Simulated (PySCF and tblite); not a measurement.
Results of a calculation; reference values are marked as such.
C₅H₈O₂, numbered as in [O:1]=[C:2]1[CH2:3][CH2:4][CH2:5][O:6][CH2:7]1.

Search: ETKDG and KDG, MMFF94s, GFN2-xTB, 60 starts; geometries at GFN2-xTB. Energies: PBE0-D3(BJ)/def2-SVP (IEF-PCM, chloroform), with GFN2-xTB thermal terms (modes under about 100 cm⁻¹ blended into free rotors). Symmetry numbers and mirror images are counted. Conformers within 2.5 kcal/mol (GFN2-xTB free energy) were kept, 6 at most. GIAO shieldings: mPW1PW91/pcSseg-1 (IEF-PCM, chloroform). Shifts are against TMS (¹H), TMS (¹³C) at the same level. Programs: PySCF with density fitting and tblite.

(1) What shifts does this protocol give at 298.15 K under fast conformational exchange?

(2) How do the conformers differ?

(3) Which signal moves most, for its nucleus, between 250 and 350 K through the change of populations alone?

Shifts are unscaled: against experiment ¹³C can be off by 15 ppm or more and ¹H by 0.8 ppm.

Answers

(1) ¹H: 4.24 (H7, 2H), 4.02 (H5, 2H), 2.55 (H3, 2H), 2.05 (H4, 2H) ppm. ¹³C: 218.7 (C2), 79.6 (C7), 69.4 (C5), 42.9 (C3), 30.3 (C4) ppm.

(2) The 6-ring runs over atoms 2–3–4–5–6–7. Of a mirror pair one member is shown.
```csv
conformer,shape,weight %
1,6-ring chair,90.4
2,"6-ring between boat and twist-boat (ring torsions 58, -11, -49, 62, -10, -47°)",9.6
```

```
signal      1      2  average
    H3   2.55   2.60     2.55
    H4   2.04   2.07     2.05
    H5   4.01   4.06     4.02
    H7   4.25   4.18     4.24
    C2  218.0  225.5    218.7
    C3   43.3   38.6     42.9
    C4   30.9   24.4     30.3
    C5   69.8   65.9     69.4
    C7   79.8   77.7     79.6
```

(3) C2: 218.5 ppm at 250 K, 218.7 ppm at 298.15 K, 219.0 ppm at 350 K.


Conformer gaps in def2-SVP on xTB geometries can be 2 kcal/mol too large for S=O, P=O and other polar bonds.